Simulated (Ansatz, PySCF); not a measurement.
The pair A = NH3 (SMILES N) (first 4 atoms), B = C3H6 (SMILES C=CC); geometry from B3LYP-D3(BJ)/def2-TZVP.
(charge 0, multiplicity 1):
```xyz
13

N     -0.2111    -0.2086     0.5372
H     -0.7118    -0.8550    -0.0620
H      0.7385    -0.1483     0.1871
H     -0.1655    -0.6235     1.4625
C      0.1243    -1.0116     4.2375
C     -0.5205     0.1157     3.9596
C      0.1243     1.4305     3.6601
H      1.2075    -1.0486     4.2795
H     -0.4046    -1.9340     4.4407
H     -1.6071     0.1021     3.9296
H     -0.2243     2.2026     4.3517
H      1.2111     1.3681     3.7346
H     -0.1362     1.7596     2.6507
```

Correlated levels freeze the cores. Rows in 6-31G* carry no dispersion term and start afresh at each structure (6-31G* with six Cartesian d functions). MP2/6-31G* freezes PySCF's default core.

Codes used: Ansatz (Gaussian orbitals); PySCF for 6-31G* rows. 

Total energies (hartree), monomers frozen at their geometry in the pair:

| structure | B3LYP/6-31G* | MP2/6-31G* | CCSD(T)/aug-cc-pVDZ |
|---|---|---|---|
| AB | -174.4586729 | -173.8139265 | -174.0070772 |
| A in the pair's basis | -56.5490106 | -56.3555488 | -56.4260660 |
| B in the pair's basis | -117.9082267 | -117.4565898 | -117.5782468 |
| A | -56.5477829 | -56.3541411 | -56.4252759 |
| B | -117.9073642 | -117.4553434 | -117.5769614 |

Task: Work out the interaction energy without and with the counterpoise correction, and the superposition error, for each level.

Result: 
E(AB) − E(A) − E(B), times 627.509 kcal/mol, with the monomers in their own basis and then in the pair's basis:
- B3LYP/6-31G*: -2.21 uncorrected, -0.90 corrected; the monomers gain 1.31 kcal/mol from borrowed functions
- MP2/6-31G*: -2.79 uncorrected, -1.12 corrected; the monomers gain 1.67 kcal/mol from borrowed functions
- CCSD(T)/aug-cc-pVDZ: -3.04 uncorrected, -1.73 corrected; the monomers gain 1.30 kcal/mol from borrowed functions

Ansatz is a first-principles code.
